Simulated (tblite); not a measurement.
Species: C₅H₁₃OPS.
Atom-mapped SMILES: `[CH3:1][CH2:2][P@@H:3](=[S:4])[CH2:5][CH2:6][O:7][CH3:8]` (hydrogens: H9, H10, H11 on C1; H12, H13 on C2; H14 on P3; H15, H16 on C5; H17, H18 on C6; H19, H20, H21 on C8)

Computed with GFN2-xTB (tblite), gas phase: L-BFGS steps from a force-field or distance-geometry start until the largest atomic force falls under 0.01 eV/Å.

Step 0: E = -739.5015 eV
```
atom  x, y, z in Å  |  force x, y, z in eV/Å
C1      2.8015    1.1956   -0.4757   -0.207   0.477  -0.161
C2      1.7899    0.1829    0.0304    0.167   0.655   1.219
P3      0.7762   -0.5635   -1.2658    0.623  -0.655  -1.650
S4      1.8009   -1.6033   -2.5665   -0.234   0.182   0.403
C5     -0.3958   -1.5982   -0.3209   -0.603  -0.059  -0.135
C6     -1.3328   -0.7951    0.5530   -0.180   0.482  -0.246
O7     -1.9680    0.1889   -0.2582   -0.125  -0.012   0.674
C8     -2.9206    0.9399    0.4884    0.054  -0.180  -0.514
H9      3.3386    1.6571    0.3577   -0.102  -0.079  -0.145
H10     3.5205    0.7316   -1.1365    0.109  -0.138  -0.155
H11     2.2781    1.9834   -1.0392    0.230  -0.184   0.169
H12     2.3129   -0.6223    0.5813   -0.223   0.035  -0.347
H13     1.1299    0.6816    0.7639    0.113  -0.103  -0.205
H14     0.0838    0.4381   -1.9931    0.026  -0.204   0.859
H15    -0.9944   -2.1392   -1.0625    0.117  -0.076  -0.014
H16     0.1576   -2.3247    0.2829    0.113   0.061  -0.159
H17    -2.0749   -1.4563    1.0048   -0.231  -0.111   0.100
H18    -0.7776   -0.3046    1.3602    0.000   0.074   0.158
H19    -3.3771    1.6762   -0.1796    0.194  -0.191  -0.030
H20    -3.7110    0.2804    0.8690    0.087   0.047   0.052
H21    -2.4468    1.4685    1.3168    0.072  -0.021   0.126
```

Step 1: E = -739.5798 eV
```
atom  x, y, z in Å  |  force x, y, z in eV/Å
C1      2.7986    1.2024   -0.4780    0.059   0.054  -0.004
C2      1.7923    0.1923    0.0478    0.068   0.247   0.162
P3      0.7851   -0.5729   -1.2894    0.226  -0.084  -0.192
S4      1.7975   -1.6007   -2.5607    0.237  -0.287  -0.215
C5     -0.4044   -1.5991   -0.3229   -0.167   0.091  -0.171
C6     -1.3353   -0.7882    0.5495   -0.162   0.148   0.068
O7     -1.9698    0.1887   -0.2486   -0.054   0.061   0.193
C8     -2.9199    0.9373    0.4811    0.053  -0.060   0.002
H9      3.3371    1.6560    0.3557   -0.029   0.012  -0.112
H10     3.5220    0.7296   -1.1387   -0.043  -0.054  -0.035
H11     2.2814    1.9808   -1.0368    0.057   0.054   0.003
H12     2.3097   -0.6218    0.5764   -0.112  -0.020  -0.197
H13     1.1316    0.6801    0.7610   -0.136   0.091   0.092
H14     0.0842    0.4352   -1.9808   -0.026  -0.115   0.685
H15    -0.9928   -2.1403   -1.0627   -0.034  -0.172  -0.106
H16     0.1593   -2.3238    0.2807    0.019   0.138  -0.195
H17    -2.0782   -1.4579    1.0062   -0.111   0.004   0.040
H18    -0.7776   -0.3036    1.3625   -0.019   0.042   0.104
H19    -3.3743    1.6734   -0.1800    0.140  -0.105  -0.142
H20    -3.7098    0.2811    0.8698    0.057   0.040   0.038
H21    -2.4457    1.4682    1.3186   -0.025  -0.087  -0.017
```

Question: Estimate the geometry and energy of step 2. (The exact step hangs on the optimiser's Hessian estimate; all steps are aligned on step 1, rigid shifts and turns removed.)

Answer: E = -739.6026 eV, largest force 0.564 eV/Å
```
atom  x, y, z in Å  |  force x, y, z in eV/Å
C1      2.7991    1.2045   -0.4785    0.067  -0.023  -0.011
C2      1.7939    0.1983    0.0537   -0.018   0.072  -0.125
P3      0.7907   -0.5760   -1.2968    0.164  -0.040   0.179
S4      1.8013   -1.6055   -2.5636    0.272  -0.310  -0.267
C5     -0.4089   -1.5975   -0.3263   -0.036   0.117  -0.132
C6     -1.3387   -0.7844    0.5502   -0.057  -0.019   0.101
O7     -1.9711    0.1898   -0.2435   -0.001   0.060   0.000
C8     -2.9188    0.9358    0.4799   -0.019   0.032   0.102
H9      3.3364    1.6560    0.3533    0.039   0.065  -0.051
H10     3.5215    0.7283   -1.1397   -0.066  -0.039  -0.012
H11     2.2830    1.9813   -1.0364    0.027   0.098  -0.033
H12     2.3072   -0.6221    0.5720   -0.068  -0.025  -0.127
H13     1.1294    0.6815    0.7622   -0.160   0.121   0.130
H14     0.0838    0.4326   -1.9664   -0.061  -0.040   0.559
H15    -0.9931   -2.1436   -1.0647   -0.066  -0.158  -0.110
H16     0.1599   -2.3212    0.2768   -0.020   0.161  -0.200
H17    -2.0807   -1.4580    1.0072   -0.078   0.038   0.027
H18    -0.7779   -0.3027    1.3648   -0.034   0.020   0.077
H19    -3.3713    1.6711   -0.1827    0.123  -0.087  -0.142
H20    -3.7085    0.2819    0.8706    0.020   0.020   0.043
H21    -2.4460    1.4666    1.3186   -0.029  -0.065  -0.009
```

The energy changes by -0.0228 eV. The first-order estimate −F·Δx gives -0.0287 eV and the mean of the old and new forces, exact on a quadratic surface, -0.0228 eV. The step makes an angle of 14° with the force vector and moves no atom by more than 0.015 Å.
